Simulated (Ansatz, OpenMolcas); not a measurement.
## How methods differ on GaBr (SMILES [Ga][Br])

GaBr has 2 atoms, charge 0, and is taken as a singlet. SMILES: `[Ga][Br]`. The coordinates come from a PBE0-D4/def2-TZVP relaxation.

```xyz
2

Ga    0.0000    0.0000    0.0138
Br    0.0000    0.0000    2.3881
```

Each level gives the vertical energy of the triplet above the singlet (eV). The values are calculated.

| level | kind | program | value (eV) |
| --- | --- | --- | --- |
| HF/aug-cc-pVTZ | Hartree–Fock | OpenMolcas | 2.53 |
| revPBE/aug-cc-pVTZ | GGA | Ansatz | 3.31 |
| M06-L/aug-cc-pVTZ | meta-GGA | OpenMolcas | 3.66 |
| B3LYP/aug-cc-pVTZ | global hybrid | Ansatz | 3.50 |
| wB97X/aug-cc-pVTZ | range-separated hybrid | Ansatz | 3.73 |
| RPA@PBE/aug-cc-pVTZ | RPA | Ansatz | 3.19 |
| MP2/aug-cc-pVTZ | perturbation theory | Ansatz | 3.20 |
| CCSD/aug-cc-pVTZ | coupled cluster or CI | Ansatz | 3.25 |

All-electron rows without a relativistic Hamiltonian named are non-relativistic. Spin-orbit coupling, which can split open shells on such heavy atoms by tenths of an eV, is left out. The values span 2.53 to 3.73 eV. In the correlated wave-function rows the outer d shell of Br, Ga is correlated, in sets not made for it.
